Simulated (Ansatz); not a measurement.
Input for Ansatz (a first-principles code): R-CCSD(T)/def2-SVPD on GeH4 (SMILES [GeH4]) with ghost functions, monomers drawn apart or pushed together. The run froze 14 orbitals, filled d shells among them.

Ansatz 0.2 input:
```yaml
crystal:
  periodic: [false, false, false]
  atoms:
    - {symbol: Ge, position_ang: [-0.23192891, -1.10135790, 3.95557770]}
    - {symbol: H, position_ang: [-1.00415157, 0.17493075, 4.31623947]}
    - {symbol: H, position_ang: [1.27065855, -0.80460503, 3.88214840]}
    - {symbol: H, position_ang: [-0.72355056, -1.63267105, 2.60037171]}
    - {symbol: H, position_ang: [-0.49149060, -2.17069415, 5.03153995]}
basis:
  gaussian:
    orbitals: def2-SVPD
    ghost_atoms:
      - {symbol: S, position_ang: [0.26693065, 1.87326823, 0.68986305]}
      - {symbol: H, position_ang: [-1.06393121, 1.85931235, 0.86539823]}
      - {symbol: H, position_ang: [0.24615322, 0.72600221, -0.00715752]}
magnetization: {spin_polarized: false}
correlation: {method: ccsd_t, electrons: outside_noble_gas}
scf: {lower_state_search: off}
```

Predict the final total energy.

-2077.5654 hartree (reference determinant -2077.4149, T1 diagnostic 0.010).
